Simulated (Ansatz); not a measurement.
`BN(C)[SiH2]C` + HCl → `BN(C)[SiH2]Cl` + CH₄ at 600 K and 1 bar (ligand exchange at the Si–C bond).

Program: Ansatz. Geometries: PBE0-D4/def2-TZVP. ΔE: electronic, gas phase. CCSD(T)/CBS is the MP2 limit (def2-TZVPP, def2-QZVPP) plus CCSD(T) − MP2 in def2-TZVPP, frozen cores. This one scheme is used for every species. One conformer a species, not always the lowest.

| species | CCSD(T)/CBS energy (Eh) | H − E (kJ/mol) | S (J/(mol·K)) |
| --- | --- | --- | --- |
| `BN(C)[SiH2]C` | -450.75646 | 391.0 | 475.9 |
| HCl | -460.38127 | 35.4 | 207.2 |
| `BN(C)[SiH2]Cl` | -870.71740 | 291.0 | 452.8 |
| CH₄ | -40.46206 | 140.4 | 215.7 |

H − E and S are ideal-gas, rigid-rotor, harmonic terms from PBE0-D4/def2-TZVP, for one conformer and one mirror image of each species. 1 Eh = 2625.50 kJ/mol, R = 8.31446 J/(mol·K).

By hand: ΔE, ΔH, ΔS and ΔG.

ΔE = (-870.71740) + (-40.46206) − (-450.75646) − (-460.38127) = -0.04173 Eh = -109.6 kJ/mol. Δ(H − E) = 291.0 + 140.4 − 391.0 − 35.4 = 5.0, so ΔH = -104.6 kJ/mol. ΔS = 452.8 + 215.7 − 475.9 − 207.2 = -14.6 J/(mol·K). ΔG = -104.6 − 600 × (-14.6)/1000 = -95.8 kJ/mol.

By hand: the equilibrium constant, and the temperature at which ΔG would vanish if ΔH and ΔS stayed fixed.

log₁₀ K = −ΔG/(RT ln 10) = 8.3. ΔG = 0 at ΔH/ΔS = 7164 K, far beyond where these terms or the molecules hold.

The number of gas molecules stays the same, so ΔS is small and ΔH decides. A doubt of 5 kJ/mol in ΔE shifts log₁₀ K by 0.4 here. Other conformers and mirror images would add mixing entropy, several J/(mol·K) or more a flexible species. Modes under 60 cm⁻¹, often nearly free rotors, make the harmonic entropy too high. These are equilibria of isolated gas molecules and say nothing of rates. Largest T1 diagnostic: 0.012 (customary marks: 0.02 for closed shells, 0.045 for open ones).
